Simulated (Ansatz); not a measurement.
Reaction (homolysis of the Ge–O bond): `C[O][GeH]([OH])[OH]` → `C[O][GeH][OH]`• + `[OH]`•

Isolated molecules relaxed with PBE0-D4/def2-TZVP in Ansatz; ΔE leaves out vibrations. CCSD(T)/CBS adds triple-zeta CCSD(T) − MP2 to the extrapolated MP2 energy (def2 sets, frozen cores). This one scheme is used for every species. Functionals use def2-TZVPP. Open shells (•) are unrestricted, without spin–orbit coupling. For Ge outer-core shells are correlated without core-valence functions, which leaves a few kJ/mol of doubt a bond. Scalar relativity is left out up to krypton. One conformer a species, not always the lowest.

CCSD(T)/CBS gives +480.6 kJ/mol.

(1) Another level gave +451.9 kJ/mol. Which?
A. CCSD(T)/def2-TZVPP
B. B97M-V/def2-TZVPP
C. r2SCANh-D4/def2-TZVPP
D. LC-ωPBE/def2-TZVPP

Largest T1 diagnostic among the species: 0.015.

Results:

(1) B. B97M-V 451.9, CCSD(T)/def2-TZVPP 468.5, r2SCANh-D4 442.2, LC-ωPBE 458.9 kJ/mol.

The D4 term adds +6.8 kJ/mol with B3LYP and +3.7 kJ/mol with PBE0; it sums over pairs of atoms, weighted by their polarisabilities, and B3LYP, whose exchange is more repulsive, gets the larger term. In def2-TZVPP, CCSD(T) changes the Hartree–Fock value by +128.5 kJ/mol (the triples alone add +8.7 kJ/mol) and MP2 by +159.4 kJ/mol; breaking electron pairs costs correlation energy, which Hartree–Fock lacks. From r2SCAN to r2SCAN0 (25 % exact exchange), in def2-TZVPP and without D4, ΔE moves by −3.9 kJ/mol: exact exchange takes away binding that semilocal exchange gives to molecules.

B3LYP here is the variant with VWN-RPA as its local correlation; programs differ in this.
